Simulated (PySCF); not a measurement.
BrFSi, neutral, multiplicity 1. Atoms are numbered in the order given.

```xyz
3

Si     0.6562    -1.1578     0.0000
F     -0.7447    -1.9441     0.0000
Br    -0.0710     0.9630     0.0000
```

Geometry optimised at ωB97X-D3(BJ)/def2-TZVP.

Method: KT2/pcSseg-2 (PySCF).

GIAO shieldings, no solvent; atoms alike by connectivity are averaged. δ = σ(ref) − σ: ²⁹Si against TMS (σ = 351.7 ppm); ¹⁹F against CFCl3 (σ = 125.1 ppm), references at their B3LYP-D3(BJ)/def2-TZVP geometries, non-relativistic (without spin–orbit terms, shifts of atoms bonded to Cl or Br come out too high).

```tsv
nucleus	atoms	count	δ (ppm)
²⁹Si	Si1	1	182.4
¹⁹F	F2	1	57.9
```
